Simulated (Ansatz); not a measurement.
Stretching the B1–H3 bond in iminoborane (SMILES B=N) (multiplicity 1 held, fragments rigid). Energies count from the point at 1.167 Å.
Geometry at that point (charge 0, multiplicity 1):
```xyz
4

B      0.000     0.000    -0.692
N      0.000     0.000     0.541
H      0.000     0.000    -1.859
H      0.000     0.000     1.533
```

Signs of static correlation in cc-pVDZ, with CASSCF(2,2), from Ansatz (a quantum-chemistry and plane-wave program) runs.

| R (Å) | T1 of restricted CCSD | ⟨S²⟩ of UHF | largest double amplitude of restricted CCSD | weight of the CASSCF reference in MRCISD | CASSCF natural occupations |
|---|---|---|---|---|---|
| 0.933 | 0.018 | 0.000 | 0.072 | 0.917 | 1.99 0.01 |
| 1.050 | 0.018 | 0.000 | 0.071 | 0.916 | 1.99 0.01 |
| 1.167 | 0.018 | 0.000 | 0.071 | 0.916 | 1.98 0.02 |
| 1.284 | 0.018 | 0.000 | 0.071 | 0.916 | 1.98 0.02 |
| 1.400 | 0.018 | 0.000 | 0.071 | 0.916 | 1.97 0.03 |
| 1.575 | 0.018 | 0.000 | 0.100 | 0.916 | 1.95 0.05 |
| 1.750 | 0.019 | 0.000 | 0.147 | 0.916 | 1.92 0.08 |
| 2.042 | 0.021 | ___ | 0.238 | 0.916 | 1.84 0.16 |
| 2.334 | 0.025 | 0.875 | 0.350 | 0.916 | 1.71 0.29 |
| 2.684 | ___ | 1.014 | 0.497 | 0.916 | 1.52 0.48 |
| 3.151 | 0.038 | 1.074 | 0.676 | 0.915 | 1.29 0.71 |
| 3.734 | 0.043 | 1.091 | 0.826 | 0.915 | 1.13 0.87 |

Question: Fill in the missing entries.

Answer: 
- 2.042, ⟨S²⟩ of UHF: 0.583
- 2.684, T1 of restricted CCSD: 0.031

Doubts at one or more of the structures used: a restricted determinant that unrestricted orbitals would lower (R-CCSD(T)/cc-pVDZ); other coupled-cluster roots lie near (R-CCSD(T)/cc-pVDZ); a spin-contaminated determinant (U-CCSD(T)/cc-pVDZ); T1 above 0.05 (U-CCSD(T)/cc-pVDZ); the program's own flag: large difference (U-CCSD(T)/cc-pVDZ).
